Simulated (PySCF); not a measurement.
PySCF job for Si(Br)2(OH)2 (Br2H2O2Si), SMILES O[Si](O)(Br)Br, PBE-D3(BJ)/def2-SVP. Coordinates come from a PBE-D3(BJ)/def2-SVP optimisation. One conformer was computed; it need not be the lowest.

```python
import numpy as np
from pyscf import gto, scf, dft, df
from pyscf.hessian import thermo

mol = gto.M(
    atom='''
    O    -0.09640338   -1.39272301    1.58908871
    Si    0.00000000    0.00000000    0.68732780
    O     0.09640338    1.39272301    1.58908870
    Br   -1.83943474   -0.00224179   -0.55844176
    Br    1.83943474    0.00224179   -0.55844176
    H     0.74004875   -1.64642202    2.02145735
    H    -0.74004875    1.64642203    2.02145736
    ''',
    basis='def2-SVP',
    charge=0,
    spin=0,
    max_memory=1600,
    verbose=3,
)
mf = dft.RKS(mol, xc='pbe').density_fit(auxbasis='def2-universal-jkfit')
mf.disp = 'd3bj'
mf.grids.level = 3
mf.conv_tol = 1e-11
mf.max_cycle = 100
mf.kernel()

# [left out here: the lines that compute and print the analytic Hessian (its translational invariance restored by hand, since the grid's response is missing), thermochemistry and intensities]
```

Log of the run:

```
converged SCF energy = -5587.74021420996

WARN: DFTD3 does not support analytical Hessian, using finite difference


WARN: Mole.unit (angstrom) is changed to Bohr

Mode                                 0                   1                   2
Irrep
Freq [cm^-1]                       95.4419            142.1134            177.3548
Reduced mass [au]                   6.2758              2.7855              1.1706
Force const [Dyne/A]                0.0337              0.0331              0.0217
Char temp [K]                     137.3196            204.4696            255.1741
Normal mode                   x     y     z       x     y     z       x     y     z
       0   O                 0.04 -0.01 -0.06   -0.12  0.01 -0.02    0.04  0.02  0.03
       1  Si                 0.00 -0.00 -0.05   -0.00  0.00 -0.03   -0.01  0.01  0.00
       2   O                -0.04  0.01 -0.06    0.12 -0.01 -0.02    0.04  0.02 -0.03
       3  Br                -0.06  0.01  0.02   -0.03 -0.02  0.01   -0.01 -0.00 -0.01
       4  Br                 0.06 -0.01  0.02    0.03  0.02  0.01   -0.01 -0.00  0.01
       5   H                 0.09 -0.10 -0.23   -0.24  0.15  0.29    0.23 -0.30 -0.53
       6   H                -0.09  0.10 -0.23    0.24 -0.15  0.29    0.23 -0.30  0.53
Mode                                 3                   4                   5
Irrep
Freq [cm^-1]                      228.5729            231.0484            244.6171
Reduced mass [au]                  15.8630              2.0296              4.4745
Force const [Dyne/A]                0.4883              0.0638              0.1577
Char temp [K]                     328.8655            332.4272            351.9495
Normal mode                   x     y     z       x     y     z       x     y     z
       0   O                 0.00  0.03 -0.13    0.09  0.03  0.05    0.13 -0.02 -0.01
       1  Si                -0.00  0.11 -0.00    0.00 -0.00 -0.01   -0.01 -0.01 -0.00
       2   O                 0.00  0.03  0.13   -0.09 -0.03  0.05    0.13 -0.02  0.01
       3  Br                -0.00 -0.03  0.00   -0.03  0.02 -0.01   -0.03  0.00 -0.03
       4  Br                -0.00 -0.03 -0.00    0.03 -0.02 -0.01   -0.03  0.00  0.03
       5   H                -0.02  0.05 -0.07    0.03  0.33  0.35    0.12  0.23  0.16
       6   H                -0.02  0.05  0.07   -0.03 -0.33  0.35    0.12  0.23 -0.16
Mode                                 6                   7                   8
Irrep
Freq [cm^-1]                      268.8334            400.0839            486.7257
Reduced mass [au]                   5.1847             12.5179              8.0837
Force const [Dyne/A]                0.2208              1.1805              1.1283
Char temp [K]                     386.7913            575.6316            700.2899
Normal mode                   x     y     z       x     y     z       x     y     z
       0   O                 0.04 -0.06 -0.11   -0.00  0.11  0.01   -0.01  0.01 -0.01
       1  Si                 0.00 -0.00 -0.02    0.00 -0.00 -0.12    0.16 -0.00  0.00
       2   O                -0.04  0.06 -0.11    0.00 -0.11  0.01   -0.01  0.01  0.01
       3  Br                 0.03  0.01  0.02    0.02 -0.00  0.02   -0.03 -0.00 -0.02
       4  Br                -0.03 -0.01  0.02   -0.02  0.00  0.02   -0.03 -0.00  0.02
       5   H                -0.05  0.17  0.21    0.05  0.07 -0.11   -0.11 -0.18  0.07
       6   H                 0.05 -0.17  0.21   -0.05 -0.07 -0.11   -0.11 -0.18 -0.07
Mode                                 9                  10                  11
Irrep
Freq [cm^-1]                      769.3505            827.6032            858.1158
Reduced mass [au]                   1.8332              1.4683              2.4389
Force const [Dyne/A]                0.6393              0.5925              1.0581
Char temp [K]                    1106.9241           1190.7368           1234.6376
Normal mode                   x     y     z       x     y     z       x     y     z
       0   O                 0.04  0.09 -0.05    0.05  0.06 -0.03    0.02 -0.08  0.06
       1  Si                -0.00  0.00  0.05   -0.06 -0.03 -0.00    0.00  0.00 -0.10
       2   O                -0.04 -0.09 -0.05    0.05  0.06  0.03   -0.02  0.08  0.06
       3  Br                -0.00  0.00 -0.00    0.00  0.00  0.00    0.00  0.00  0.00
       4  Br                 0.00 -0.00 -0.00    0.00  0.00 -0.00   -0.00 -0.00  0.00
       5   H                -0.26 -0.38  0.21   -0.26 -0.46  0.23   -0.14 -0.36  0.20
       6   H                 0.26  0.38  0.21   -0.26 -0.46 -0.23    0.14  0.36  0.20
Mode                                12                  13                  14
Irrep
Freq [cm^-1]                      947.8093           3739.6731           3742.2720
Reduced mass [au]                   5.5519              1.0662              1.0663
Force const [Dyne/A]                2.9385              8.7856              8.7985
Char temp [K]                    1363.6865           5380.5570           5384.2962
Normal mode                   x     y     z       x     y     z       x     y     z
       0   O                -0.01  0.09 -0.06    0.04 -0.01  0.02   -0.04  0.01 -0.02
       1  Si                 0.01 -0.13 -0.00    0.00  0.00 -0.00   -0.00 -0.00 -0.00
       2   O                -0.01  0.09  0.06    0.04 -0.01 -0.02    0.04 -0.01 -0.02
       3  Br                -0.00  0.00  0.00    0.00  0.00  0.00    0.00  0.00  0.00
       4  Br                -0.00  0.00 -0.00    0.00  0.00 -0.00   -0.00 -0.00  0.00
       5   H                 0.06  0.22 -0.13   -0.58  0.19 -0.31    0.58 -0.19  0.31
       6   H                 0.06  0.22  0.13   -0.58  0.19  0.31   -0.58  0.19  0.31
temperature 298.1500 [K]
pressure 101325.00 [Pa]
Rotational constants [GHz] 2.31140 0.82897 0.72899
Symmetry number 2
Zero-point energy (ZPE) 0.02998 [Eh]   78711.980 [J/mol]
                           tot       elec      trans        rot        vib
Entropy [J/mol/K]       371.132      0.000    176.121    119.010     76.001
Cv [J/mol/K]             99.765      0.000     12.472     12.472     74.822
Cp [J/mol/K]            108.080      0.000     20.786     12.472     74.822
Internal energy [J/mol]                      3718.434   3718.434  91296.979
Internal energy [Eh]   -5587.70261  -5587.74021
Enthalpy [J/mol]                             6197.391   3718.434  91296.979
Enthalpy [Eh]          -5587.70166
Gibbs free energy [J/mol]                  -46313.119 -31764.317  68637.196
Gibbs free energy [Eh] -5587.74381
mode   freq/cm-1   IR/(km/mol)
   1       95.44        14.520
   2      142.11        36.480
   3      177.35        39.495
   4      228.57         9.037
   5      231.05        22.303
   6      244.62        39.426
   7      268.83        44.765
   8      400.08        82.042
   9      486.73       184.219
  10      769.35       185.594
  11      827.60       354.524
  12      858.12        34.956
  13      947.81        76.350
  14     3739.67       119.040
  15     3742.27        70.479
max |gradient| / (hartree/bohr): 4.95938098903603e-05
APT charges: [-0.8374  1.9723 -0.8374 -0.4541 -0.4541  0.3054  0.3053]
```

The run converged.
